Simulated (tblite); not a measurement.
Isomers of C5H10O2SSi. Method: GFN2-xTB as coded in tblite; computed harmonic values from a numerical Hessian at the method's own geometry, unscaled. Errors from tens to a few hundred cm⁻¹ against measured bands are possible. Modes of hydrogen on silicon and sulfur can be 10 to 20 % off. One conformer each.

Electronic energies: GFN2-xTB at the same geometries; isomer energies are rough at this level and their order can be wrong.

| SMILES | electronic energy, lowest = 0 (kcal/mol) |
| --- | --- |
| C#C[Si@@H](OC)OCCS | 39.2 |
| C=C1[C@@H](O)[C@H]([SiH3])C[S@]1=O | 74.5 |
| C=C1[C@@H](OC)CS[Si@@H]1O | 21.9 |
| CO[C@@H]([SiH2]C=C=O)SC | 75.0 |
| CC(=S)[SiH]1OCCCO1 | 0.0 |
| CC[Si]1(OC=O)CSC1 | 39.6 |

Problem. How do GFN2-xTB zero-point energies change the relative energies?

Solution. 
| SMILES | ZPE (kcal/mol) | of it from modes above 1550 cm⁻¹ | electronic (kcal/mol) | with ZPE, lowest = 0 (kcal/mol) | lowest mode (cm⁻¹) | rings |
| --- | --- | --- | --- | --- | --- | --- |
| CC(=S)[SiH]1OCCCO1 | 90.8 | 41.5 | 0.0 | 0.0 | 25 | 1 |
| C=C1[C@@H](OC)CS[Si@@H]1O | 88.9 | 45.1 | 21.9 | 20.0 | 47 | 1 |
| C#C[Si@@H](OC)OCCS | 85.9 | 44.4 | 39.2 | 34.2 | 2 | 0 |
| CC[Si]1(OC=O)CSC1 | 90.0 | 45.4 | 39.6 | 38.7 | 22 | 1 |
| C=C1[C@@H](O)[C@H]([SiH3])C[S@]1=O | 85.5 | 43.1 | 74.5 | 69.2 | 35 | 1 |
| CO[C@@H]([SiH2]C=C=O)SC | 85.1 | 44.0 | 75.0 | 69.2 | 20 | 0 |

The zero-point energies span 5.7 kcal/mol, from `CO[C@@H]([SiH2]C=C=O)SC` to `CC(=S)[SiH]1OCCCO1`. The order is unchanged, ties at the printed digit aside.
